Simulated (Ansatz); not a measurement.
Relaxation of Ag9S5 with UKS PBE-D4/def2-SVP.

```sh
$ ansatz run in.yaml --threads 2 --pin off --events-out ev --progress --plain --max-ram 22528MiB --backend cuda --devices 0, --max-vram 18GiB
```

```yaml
crystal:
  periodic: [false, false, false]
  atoms:
    - {symbol: Ag, position_ang: [-1.075100, 4.798000, -0.239600]}
    - {symbol: Ag, position_ang: [1.593700, -1.917100, 0.618500]}
    - {symbol: Ag, position_ang: [0.097700, 1.209000, -2.158200]}
    - {symbol: Ag, position_ang: [1.412100, 5.793200, 2.307400]}
    - {symbol: Ag, position_ang: [-2.303900, -1.232600, -0.550100]}
    - {symbol: Ag, position_ang: [-3.171600, 1.427200, -2.800600]}
    - {symbol: Ag, position_ang: [0.516700, 4.620200, -3.224300]}
    - {symbol: Ag, position_ang: [1.554000, 1.815100, 0.933400]}
    - {symbol: Ag, position_ang: [-2.291100, 1.802600, 1.855700]}
    - {symbol: S, position_ang: [-0.636000, 4.090500, 2.209600]}
    - {symbol: S, position_ang: [2.153000, 0.427100, -1.349600]}
    - {symbol: S, position_ang: [-1.717600, 2.018000, -0.670500]}
    - {symbol: S, position_ang: [0.758600, 3.249700, -0.904400]}
    - {symbol: S, position_ang: [0.000000, 0.000000, 0.000000]}
basis:
  gaussian: {orbitals: def2-SVP}
magnetization: {spin_polarized: true, initial_magnetization: 1}
hamiltonian: {xc: pbe, dispersion: d4}
scf: {lower_state_search: "off"}
output: {orbitals: {seedname: orbitals}}
relax: {f_tol: 0.03, max_steps: 70}
```

Run time 3.4 min (2 threads of AMD EPYC 7R13 on a shared host and a share (18 GiB) of an NVIDIA H100 80GB HBM3), peak host memory 1.1 GiB.

Positions (Å) and forces (eV/Å) at steps 1, 2, 3, 4, 5, 6, 7, 8, 9, 10, 11, 12, 13, 14, 15, 16, 17, 18, 19, 20 of 42:

```xyz
14
step=1 energy=-90136.0586 eV
Ag   -1.075    4.798   -0.240    0.153   -0.324    0.536
Ag    1.594   -1.917    0.619   -0.371    0.598   -0.306
Ag    0.098    1.209   -2.158   -0.564    0.147   -1.726
Ag    1.412    5.793    2.307   -0.925   -0.881   -0.105
Ag   -2.304   -1.233   -0.550    0.371    0.750    0.035
Ag   -3.172    1.427   -2.801    0.692   -0.035    0.829
Ag    0.517    4.620   -3.224   -0.026   -0.464    0.889
Ag    1.554    1.815    0.933   -0.006    0.463    0.492
Ag   -2.291    1.803    1.856    0.817    0.511   -0.544
S    -0.636    4.090    2.210    0.492    0.301   -0.325
S     2.153    0.427   -1.350    0.835   -0.854    0.309
S    -1.718    2.018   -0.670   -2.529   -0.066   -0.344
S     0.759    3.250   -0.904    0.884    2.062   -0.944
S     0.000    0.000    0.000    0.179   -2.208    1.207
14
step=2 energy=-90137.8698 eV
Ag   -1.055    4.762   -0.168    0.020   -0.334    0.008
Ag    1.601   -1.915    0.601   -0.184    0.459   -0.248
Ag    0.082    1.227   -2.170   -0.378    0.309   -0.683
Ag    1.320    5.669    2.275   -0.702   -0.774   -0.153
Ag   -2.304   -1.103   -0.548    0.309    0.758   -0.035
Ag   -3.153    1.345   -2.779    0.420   -0.084    0.693
Ag    0.499    4.636   -3.179    0.087   -0.531    0.937
Ag    1.509    1.914    0.948   -0.357    0.293   -0.062
Ag   -2.133    1.878    1.785    0.687    0.330   -0.446
S    -0.620    4.049    2.194    0.438   -0.039    0.494
S     2.162    0.319   -1.313    0.277   -0.649    0.637
S    -1.900    2.024   -0.731   -1.343    0.042   -0.571
S     0.863    3.402   -0.967    0.447    1.475   -1.367
S     0.021   -0.106    0.080    0.281   -1.255    0.795
14
step=3 energy=-90139.0675 eV
Ag   -1.044    4.695   -0.110    0.036   -0.403   -0.140
Ag    1.617   -1.894    0.579    0.299   -0.023   -0.158
Ag    0.069    1.243   -2.179   -0.154    0.398    0.008
Ag    1.237    5.558    2.247   -0.193   -0.399   -0.193
Ag   -2.288   -0.982   -0.565    0.226    0.727   -0.088
Ag   -3.137    1.303   -2.728    0.020   -0.297    0.074
Ag    0.500    4.621   -3.150    0.039   -0.223    0.302
Ag    1.432    1.998    0.913   -0.457    0.191   -0.208
Ag   -2.011    1.935    1.716    0.530    0.066   -0.391
S    -0.600    4.008    2.241    0.174   -0.289    0.540
S     2.165    0.231   -1.239   -0.104   -0.319    0.559
S    -2.037    2.047   -0.789   -0.487    0.078   -0.135
S     0.951    3.541   -1.077    0.306    0.752   -0.679
S     0.036   -0.203    0.167   -0.236   -0.259    0.511
14
step=4 energy=-90139.9290 eV
Ag   -1.031    4.571   -0.069    0.099   -0.374   -0.142
Ag    1.665   -1.881    0.543    0.482   -0.189   -0.145
Ag    0.061    1.326   -2.109   -0.088    0.365    0.197
Ag    1.223    5.460    2.181    0.131   -0.156   -0.280
Ag   -2.282   -0.821   -0.601    0.158    0.620   -0.107
Ag   -3.152    1.218   -2.732   -0.200   -0.448   -0.348
Ag    0.500    4.613   -3.177   -0.143    0.074   -0.370
Ag    1.301    2.074    0.871   -0.416    0.138   -0.130
Ag   -1.873    1.909    1.635    0.431   -0.154   -0.341
S    -0.565    3.938    2.316   -0.002   -0.387    0.446
S     2.126    0.195   -1.117   -0.080   -0.096    0.386
S    -2.153    2.071   -0.846   -0.071    0.256    0.163
S     1.058    3.678   -1.165    0.313    0.317    0.137
S     0.012   -0.250    0.298   -0.614    0.034    0.534
14
step=5 energy=-90140.7642 eV
Ag   -1.003    4.454   -0.038    0.135   -0.243   -0.059
Ag    1.737   -1.881    0.501    0.293   -0.045   -0.140
Ag    0.053    1.437   -2.007   -0.055    0.267    0.217
Ag    1.248    5.372    2.066    0.075   -0.223   -0.377
Ag   -2.276   -0.646   -0.647    0.191    0.420   -0.025
Ag   -3.178    1.115   -2.778   -0.149   -0.311   -0.286
Ag    0.468    4.602   -3.231   -0.178    0.013   -0.322
Ag    1.161    2.129    0.846   -0.180    0.077   -0.055
Ag   -1.727    1.825    1.537    0.329   -0.231   -0.214
S    -0.535    3.852    2.399    0.021   -0.245    0.300
S     2.066    0.198   -0.984    0.047    0.137    0.179
S    -2.241    2.129   -0.909   -0.067    0.248   -0.039
S     1.160    3.803   -1.195    0.262    0.293    0.248
S    -0.043   -0.287    0.467   -0.723   -0.158    0.575
14
step=6 energy=-90141.3672 eV
Ag   -0.973    4.384   -0.015    0.130   -0.140   -0.003
Ag    1.791   -1.862    0.456    0.073    0.080   -0.090
Ag    0.045    1.537   -1.922   -0.025    0.162    0.207
Ag    1.264    5.267    1.906   -0.021   -0.327   -0.456
Ag   -2.257   -0.519   -0.677    0.281    0.255    0.105
Ag   -3.200    1.044   -2.828   -0.074   -0.086   -0.150
Ag    0.422    4.564   -3.257   -0.106   -0.091   -0.047
Ag    1.103    2.151    0.843    0.143   -0.012   -0.053
Ag   -1.625    1.747    1.455    0.122   -0.157   -0.009
S    -0.522    3.775    2.463    0.034   -0.138    0.140
S     2.017    0.238   -0.882    0.219    0.379   -0.028
S    -2.302    2.191   -0.971   -0.131    0.134   -0.278
S     1.245    3.916   -1.178    0.135    0.340    0.133
S    -0.119   -0.333    0.633   -0.779   -0.399    0.528
14
step=7 energy=-90141.8738 eV
Ag   -0.956    4.341   -0.003    0.064   -0.117    0.011
Ag    1.812   -1.814    0.416   -0.117    0.275   -0.103
Ag    0.044    1.599   -1.855    0.011    0.031    0.226
Ag    1.270    5.158    1.742   -0.003   -0.323   -0.501
Ag   -2.230   -0.441   -0.685    0.336    0.222    0.162
Ag   -3.219    1.015   -2.868   -0.026    0.037   -0.048
Ag    0.391    4.526   -3.250   -0.047   -0.097    0.099
Ag    1.114    2.142    0.845    0.229   -0.156   -0.001
Ag   -1.585    1.707    1.420    0.057   -0.061    0.064
S    -0.514    3.721    2.496    0.009   -0.144    0.023
S     2.028    0.311   -0.837    0.293    0.468   -0.127
S    -2.342    2.231   -1.029   -0.152    0.035   -0.381
S     1.297    4.011   -1.145    0.051    0.345    0.078
S    -0.220   -0.409    0.782   -0.705   -0.514    0.498
14
step=8 energy=-90142.3051 eV
Ag   -0.954    4.313    0.000   -0.033   -0.134   -0.002
Ag    1.798   -1.739    0.379   -0.287    0.511   -0.157
Ag    0.047    1.612   -1.806    0.017   -0.051    0.245
Ag    1.275    5.086    1.627    0.042   -0.269   -0.473
Ag   -2.198   -0.390   -0.683    0.324    0.241    0.101
Ag   -3.231    1.007   -2.892   -0.035    0.016   -0.069
Ag    0.377    4.507   -3.234   -0.027   -0.072    0.144
Ag    1.140    2.107    0.850    0.183   -0.193    0.057
Ag   -1.569    1.692    1.410    0.081    0.009    0.037
S    -0.505    3.690    2.503    0.028   -0.140    0.003
S     2.089    0.388   -0.848    0.076    0.315    0.010
S    -2.365    2.251   -1.077   -0.088    0.018   -0.328
S     1.318    4.073   -1.119    0.054    0.319    0.035
S    -0.331   -0.497    0.916   -0.334   -0.568    0.395
14
step=9 energy=-90142.7302 eV
Ag   -0.966    4.278   -0.001   -0.151   -0.162   -0.036
Ag    1.753   -1.642    0.333   -0.415    0.561   -0.120
Ag    0.042    1.609   -1.745   -0.032   -0.044    0.197
Ag    1.286    5.015    1.498    0.090   -0.163   -0.339
Ag   -2.134   -0.329   -0.686    0.318    0.255    0.080
Ag   -3.243    0.998   -2.923   -0.063   -0.043   -0.127
Ag    0.362    4.495   -3.206   -0.032   -0.040    0.160
Ag    1.178    2.065    0.876    0.092   -0.098    0.174
Ag   -1.542    1.679    1.401    0.122   -0.009    0.033
S    -0.487    3.661    2.503    0.096   -0.137   -0.027
S     2.120    0.468   -0.848    0.078    0.189   -0.005
S    -2.385    2.267   -1.137   -0.013    0.020   -0.248
S     1.335    4.140   -1.090    0.100    0.247   -0.047
S    -0.429   -0.601    1.051   -0.190   -0.577    0.307
14
step=10 energy=-90143.1228 eV
Ag   -0.985    4.236   -0.008   -0.128   -0.174   -0.057
Ag    1.668   -1.525    0.297   -0.467    0.494   -0.055
Ag    0.038    1.604   -1.692   -0.014    0.004    0.155
Ag    1.301    4.975    1.401    0.087   -0.045   -0.172
Ag   -2.061   -0.267   -0.687    0.323    0.221    0.155
Ag   -3.258    0.978   -2.957   -0.071   -0.078   -0.146
Ag    0.341    4.493   -3.176   -0.068   -0.008    0.131
Ag    1.212    2.038    0.916    0.058   -0.010    0.208
Ag   -1.507    1.659    1.403    0.167   -0.152    0.043
S    -0.451    3.629    2.495    0.154   -0.134   -0.045
S     2.148    0.540   -0.855    0.111    0.165   -0.036
S    -2.393    2.273   -1.198    0.013    0.008   -0.223
S     1.360    4.197   -1.081    0.103    0.157   -0.130
S    -0.522   -0.728    1.168   -0.269   -0.448    0.170
14
step=11 energy=-90143.4975 eV
Ag   -0.996    4.180   -0.018   -0.033   -0.177   -0.049
Ag    1.543   -1.393    0.275   -0.432    0.396   -0.008
Ag    0.044    1.613   -1.642    0.049    0.079    0.098
Ag    1.317    4.964    1.334    0.042    0.036   -0.070
Ag   -1.988   -0.207   -0.682    0.240    0.137    0.214
Ag   -3.274    0.945   -2.996   -0.056   -0.088   -0.123
Ag    0.303    4.500   -3.152   -0.126    0.013    0.086
Ag    1.249    2.032    0.967    0.089    0.040    0.146
Ag   -1.456    1.616    1.421    0.185   -0.278    0.112
S    -0.395    3.587    2.485    0.181   -0.118   -0.037
S     2.181    0.612   -0.860    0.101    0.151    0.011
S    -2.393    2.271   -1.268    0.021   -0.019   -0.250
S     1.389    4.242   -1.096    0.096    0.095   -0.150
S    -0.635   -0.860    1.257   -0.357   -0.265    0.022
14
step=12 energy=-90143.9181 eV
Ag   -0.993    4.077   -0.005    0.041   -0.202   -0.035
Ag    1.403   -1.267    0.287   -0.401    0.296    0.036
Ag    0.080    1.631   -1.608    0.092    0.149    0.051
Ag    1.330    4.964    1.261   -0.009    0.100    0.016
Ag   -1.958   -0.114   -0.669    0.149    0.036    0.257
Ag   -3.282    0.894   -3.068   -0.034   -0.083   -0.083
Ag    0.193    4.509   -3.122   -0.181   -0.021    0.147
Ag    1.303    2.044    1.019    0.131    0.084    0.079
Ag   -1.360    1.526    1.509    0.217   -0.324    0.242
S    -0.314    3.544    2.489    0.147   -0.099   -0.030
S     2.216    0.670   -0.824    0.141    0.131   -0.003
S    -2.367    2.281   -1.402    0.084   -0.009   -0.336
S     1.425    4.326   -1.140    0.044    0.015   -0.210
S    -0.786   -0.983    1.302   -0.422   -0.072   -0.130
14
step=13 energy=-90144.3335 eV
Ag   -0.976    3.978    0.001    0.026   -0.211    0.040
Ag    1.257   -1.145    0.296   -0.260    0.365   -0.032
Ag    0.124    1.665   -1.591    0.135    0.070   -0.004
Ag    1.326    4.992    1.231   -0.046    0.054   -0.087
Ag   -1.936   -0.047   -0.642   -0.031    0.185   -0.035
Ag   -3.292    0.843   -3.114   -0.035   -0.138   -0.073
Ag    0.084    4.495   -3.072   -0.287   -0.071    0.122
Ag    1.361    2.073    1.048    0.172    0.052   -0.020
Ag   -1.259    1.430    1.618    0.234   -0.239    0.309
S    -0.253    3.510    2.490    0.083   -0.044    0.008
S     2.261    0.721   -0.810    0.100    0.008    0.077
S    -2.321    2.288   -1.542    0.162    0.068   -0.324
S     1.450    4.347   -1.182    0.099    0.055   -0.037
S    -0.939   -1.048    1.297   -0.352   -0.155    0.055
14
step=14 energy=-90144.7882 eV
Ag   -0.967    3.870    0.021   -0.037   -0.225    0.115
Ag    1.127   -1.016    0.304   -0.349    0.368    0.010
Ag    0.186    1.679   -1.594    0.206   -0.016   -0.061
Ag    1.309    5.015    1.189   -0.084    0.006   -0.068
Ag   -1.936    0.055   -0.628   -0.026    0.139   -0.003
Ag   -3.306    0.790   -3.157   -0.004   -0.138    0.013
Ag   -0.056    4.453   -2.996   -0.297   -0.193    0.279
Ag    1.424    2.103    1.050    0.137    0.055   -0.020
Ag   -1.147    1.333    1.744    0.213   -0.229    0.268
S    -0.205    3.488    2.498    0.059   -0.039   -0.016
S     2.316    0.746   -0.791    0.094    0.000    0.032
S    -2.247    2.322   -1.709    0.257    0.166   -0.320
S     1.481    4.376   -1.204    0.080    0.072   -0.133
S    -1.089   -1.114    1.302   -0.249    0.035   -0.096
14
step=15 energy=-90145.2399 eV
Ag   -0.969    3.770    0.052   -0.111   -0.251    0.162
Ag    1.002   -0.883    0.306   -0.324    0.408   -0.025
Ag    0.260    1.678   -1.613    0.259   -0.105   -0.067
Ag    1.286    5.028    1.158   -0.097   -0.065   -0.123
Ag   -1.941    0.145   -0.625   -0.007    0.172   -0.033
Ag   -3.308    0.747   -3.168    0.044   -0.093    0.113
Ag   -0.205    4.374   -2.899   -0.272   -0.302    0.389
Ag    1.474    2.125    1.045    0.092    0.059   -0.015
Ag   -1.058    1.255    1.852    0.142   -0.157    0.158
S    -0.172    3.469    2.507    0.052   -0.047   -0.033
S     2.377    0.762   -0.779    0.081   -0.030    0.023
S    -2.151    2.369   -1.859    0.259    0.238   -0.310
S     1.512    4.397   -1.232    0.058    0.110   -0.153
S    -1.216   -1.135    1.283   -0.176    0.064   -0.087
14
step=16 energy=-90145.6137 eV
Ag   -0.992    3.678    0.093   -0.183   -0.289    0.183
Ag    0.900   -0.759    0.298   -0.221    0.345   -0.055
Ag    0.332    1.658   -1.632    0.253   -0.121   -0.060
Ag    1.258    5.023    1.120   -0.101   -0.112   -0.189
Ag   -1.941    0.220   -0.632    0.015    0.194   -0.019
Ag   -3.300    0.723   -3.148    0.077   -0.027    0.150
Ag   -0.330    4.275   -2.792   -0.066   -0.186    0.351
Ag    1.508    2.138    1.037    0.078    0.064   -0.007
Ag   -1.005    1.206    1.921    0.054   -0.089    0.091
S    -0.151    3.452    2.511    0.058   -0.033   -0.024
S     2.433    0.770   -0.772    0.073   -0.055    0.040
S    -2.060    2.427   -1.974    0.077    0.097   -0.201
S     1.544    4.424   -1.264    0.038    0.150   -0.170
S    -1.305   -1.133    1.262   -0.152    0.063   -0.091
14
step=17 energy=-90145.9119 eV
Ag   -1.085    3.506    0.137   -0.233   -0.281    0.235
Ag    0.823   -0.684    0.281   -0.126    0.265   -0.045
Ag    0.382    1.672   -1.655    0.196   -0.071   -0.105
Ag    1.175    4.990    0.990   -0.142   -0.201   -0.262
Ag   -1.929    0.314   -0.604   -0.001    0.148    0.032
Ag   -3.307    0.685   -3.129    0.097   -0.009    0.170
Ag   -0.335    4.300   -2.657    0.133   -0.106    0.321
Ag    1.528    2.139    1.052    0.061    0.060   -0.016
Ag   -0.972    1.157    2.008    0.003   -0.089    0.060
S    -0.129    3.441    2.505    0.025    0.019   -0.040
S     2.456    0.788   -0.758    0.060   -0.111    0.043
S    -2.032    2.446   -2.056    0.038    0.033   -0.058
S     1.686    4.491   -1.343   -0.021    0.161   -0.164
S    -1.371   -1.143    1.255   -0.090    0.182   -0.172
14
step=18 energy=-90146.1745 eV
Ag   -1.193    3.359    0.206   -0.183   -0.183    0.127
Ag    0.771   -0.610    0.268   -0.026    0.088   -0.046
Ag    0.439    1.668   -1.687    0.147   -0.019   -0.074
Ag    1.094    4.929    0.867   -0.173   -0.204   -0.219
Ag   -1.925    0.400   -0.584   -0.053    0.179   -0.048
Ag   -3.286    0.669   -3.087    0.042   -0.040    0.104
Ag   -0.307    4.295   -2.546    0.027   -0.056    0.171
Ag    1.548    2.140    1.051    0.051    0.010   -0.005
Ag   -0.955    1.128    2.065    0.014   -0.004    0.140
S    -0.116    3.439    2.499    0.017    0.010   -0.034
S     2.488    0.770   -0.745    0.050   -0.024    0.031
S    -2.009    2.461   -2.079    0.017    0.070   -0.028
S     1.761    4.563   -1.413    0.162    0.188   -0.096
S    -1.422   -1.110    1.211   -0.093   -0.015   -0.025
14
step=19 energy=-90146.3632 eV
Ag   -1.312    3.235    0.262   -0.055   -0.005    0.080
Ag    0.743   -0.583    0.250   -0.089    0.058   -0.005
Ag    0.494    1.675   -1.714    0.042   -0.003   -0.028
Ag    0.995    4.840    0.726   -0.063   -0.191   -0.270
Ag   -1.931    0.489   -0.564    0.028   -0.081    0.114
Ag   -3.276    0.646   -3.045    0.059    0.010    0.074
Ag   -0.270    4.299   -2.449    0.223   -0.005    0.184
Ag    1.564    2.121    1.061   -0.007   -0.006    0.039
Ag   -0.943    1.102    2.147    0.009   -0.137    0.040
S    -0.113    3.438    2.486    0.003    0.004   -0.092
S     2.517    0.767   -0.732   -0.003   -0.038    0.023
S    -1.999    2.495   -2.101   -0.005    0.010   -0.009
S     1.886    4.686   -1.494   -0.153    0.146   -0.016
S    -1.465   -1.108    1.194    0.010    0.236   -0.135
14
step=20 energy=-90146.4620 eV
Ag   -1.392    3.172    0.300   -0.061    0.093    0.041
Ag    0.697   -0.560    0.237    0.097   -0.009   -0.041
Ag    0.526    1.672   -1.719   -0.032   -0.025   -0.026
Ag    0.934    4.733    0.582    0.042   -0.082   -0.073
Ag   -1.930    0.527   -0.540   -0.069    0.058   -0.166
Ag   -3.240    0.632   -3.007    0.035   -0.003    0.000
Ag   -0.219    4.298   -2.348   -0.007   -0.051   -0.005
Ag    1.578    2.080    1.091    0.004   -0.003    0.037
Ag   -0.921    1.062    2.211   -0.004    0.086    0.026
S    -0.110    3.428    2.444    0.024    0.028    0.014
S     2.525    0.744   -0.712    0.021   -0.049    0.006
S    -1.982    2.513   -2.110    0.008    0.005    0.047
S     1.926    4.862   -1.568    0.025    0.188    0.008
S    -1.503   -1.062    1.167   -0.080   -0.234    0.131
```

In the def2 sets Ag takes a core potential; there is no spin–orbit coupling. The structure comes from a short search, and lower isomers may exist.
